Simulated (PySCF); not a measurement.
Vertical excitations of a molecule C₃H₇NSi₂ from PySCF with TDA-LC-ωPBE/def2-SVPD, as energy in eV (oscillator strength): 3.76 (0.000), 5.54 (0.000), 6.03 (0.382), 6.51 (0.001), 6.73 (0.249), 6.88 (0.036), 7.07 (0.000), 7.32 (0.008), 7.34 (0.026), 7.36 (0.216). Lowest triplet (TDA): 3.06 eV. Geometry optimised at r2SCAN-D4/def2-SVP. One conformer was computed; it need not be the lowest.

Question: Which molecule gave these data?
(A) C#CC1[SiH2]N[SiH2]1
(B) C=C1N=C[SiH2][SiH2]1
(C) N#C/C([SiH3])=C/[SiH3]
(D) C=C=C1N[SiH2][SiH2]1

Answer: B, C=C1N=C[SiH2][SiH2]1
